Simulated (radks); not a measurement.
Values are calculated unless marked as measured or tabulated.
Neutral strontium, configuration [Kr] 4d1 5s0.5 5p0.5 (fractional occupations, a model configuration). Code: a radial shooting solver on a logarithmic mesh with Libxc functionals. Model: scalar-relativistic Kohn-Sham, BLYP, spin-polarised, spherical densities, finite nucleus; open shells are filled with parallel spins first (spin-orbit coupling, left out, can overturn this in heavy ions); Fermi nuclear charge, rms radius 4.224 fm.

X-ray form factor f0, the Fourier transform of the density (f0(0) = 38):

| sin(theta)/lambda (1/angstrom) | f0 (electrons) |
|---|---|
| 0.05 | 36.807 |
| 0.1 | 34.593 |
| 0.15 | 32.321 |
| 0.2 | 30.048 |
| 0.25 | 27.850 |
| 0.3 | 25.833 |
| 0.4 | 22.487 |
| 0.5 | 19.879 |
| 0.6 | 17.674 |
| 0.8 | 13.858 |
| 1 | 10.807 |
| 1.25 | 8.240 |
| 1.5 | 6.771 |
| 2 | 5.313 |
